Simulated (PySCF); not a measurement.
Predicted spectroscopic data

[PySCF 2.14.0 with density-fitted response routines: shieldings: GIAO PBE0/pcSseg-1; geometry from GFN2-xTB; no solvent; one conformer; equivalent nuclei averaged; relativity neglected]

Chemical shifts δ = σref − σ; TMS for ¹H, ¹³C, all at this level. Where no couplings were computed, multiplicities follow the n + 1 count of equivalent neighbours, and m marks all less simple cases (inequivalent or close neighbours, rings, F or P nearby). Shifts are as computed. Against solution values, carbons near 30 ppm lie about +3 ppm off and those near 130 ppm about +5 ppm (rms about the fit 2.1 ppm; single classes can miss by 10 ppm). Of 1328 compounds with measured shifts, 309 miss one by over three times the rms of a fit or turn the order of signals round; such compounds aren't used in these exercises. Signals without a measured value on file couldn't be tested in this way; 1H shifts scatter by 0.2 ppm about their fit, and single ones miss by 0.5 ppm. OH and NH positions are gas-phase values without hydrogen bonding to other molecules.

Compound 1 (CH$_{10}$OSi$_{3}$). ¹H NMR (400 MHz, computed): δ 5.82 (m, 1H), 3.60 (m, 3H), 3.40 (m, 1H), 3.11 (m, 1H), 0.73 (br s, 1H), 0.35 (d, 3H). ¹³C{¹H} NMR (computed): δ 5.1. Structure: `C[Si@@H](O)[SiH2][SiH3]`.

Compound 2 (C$_{3}$H$_{14}$Si$_{3}$). ¹H NMR (400 MHz, computed): δ 3.98 (s, 9H), 1.74 (q, 2H), 1.21 (t, 3H). ¹³C{¹H} NMR (computed): δ 30.9, 16.8, -5.2. Structure: SMILES CCC([SiH3])([SiH3])[SiH3].
